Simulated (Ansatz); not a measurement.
`C[Se]B(F)Cl` + H–F → `FB(F)Cl` + `C[SeH]` at 600 K and 1 bar (ligand exchange at a B–Se bond).

Program: Ansatz. Geometries: PBE0-D4/def2-TZVP. ΔE: electronic, gas phase. CBS: MP2 limit from def2 TZ/QZ plus the TZ coupled-cluster correction, frozen cores. This one scheme is used for every species. For Se outer-core shells are correlated without core-valence functions, which leaves a few kJ/mol of doubt a bond. Scalar relativity is left out up to krypton. Each species was taken in one conformer, which may not be the lowest.

```json
{"species": "`C[Se]B(F)Cl`", "CCSD(T)/CBS energy (Eh)": "-3025.05449", "H − E (kJ/mol)": "175.5", "S (J/(mol·K))": "429.5"}
{"species": "H–F", "CCSD(T)/CBS energy (Eh)": "-100.39570", "H − E (kJ/mol)": "42.3", "S (J/(mol·K))": "194.0"}
{"species": "`FB(F)Cl`", "CCSD(T)/CBS energy (Eh)": "-684.31926", "H − E (kJ/mol)": "60.1", "S (J/(mol·K))": "319.3"}
{"species": "`C[SeH]`", "CCSD(T)/CBS energy (Eh)": "-2441.15625", "H − E (kJ/mol)": "149.5", "S (J/(mol·K))": "312.9"}
```

H − E and S are ideal-gas, rigid-rotor, harmonic terms from PBE0-D4/def2-TZVP, for one conformer and one mirror image of each species. 1 Eh = 2625.50 kJ/mol, R = 8.31446 J/(mol·K).

Question: By hand: ΔE, ΔH, ΔS and ΔG.

Answer: ΔE = (-684.31926) + (-2441.15625) − (-3025.05449) − (-100.39570) = -0.02532 Eh = -66.5 kJ/mol. Δ(H − E) = 60.1 + 149.5 − 175.5 − 42.3 = -8.2, so ΔH = -74.7 kJ/mol. ΔS = 319.3 + 312.9 − 429.5 − 194.0 = 8.7 J/(mol·K). ΔG = -74.7 − 600 × (8.7)/1000 = -79.9 kJ/mol.

Question: By hand: the equilibrium constant, and the temperature at which ΔG would vanish if ΔH and ΔS stayed fixed.

Answer: log₁₀ K = −ΔG/(RT ln 10) = 7.0. ΔH and −TΔS have one sign here, so there is no such temperature.

The number of gas molecules stays the same, so ΔS is small and ΔH decides. A doubt of 5 kJ/mol in ΔE shifts log₁₀ K by 0.4 here. Other conformers and mirror images would add mixing entropy, several J/(mol·K) or more a flexible species. These are equilibria of isolated gas molecules and say nothing of rates. Largest T1 diagnostic: 0.012 (customary marks: 0.02 for closed shells, 0.045 for open ones).

ΔS is within the doubt of such terms, so its sign, and with it that verdict, could turn.
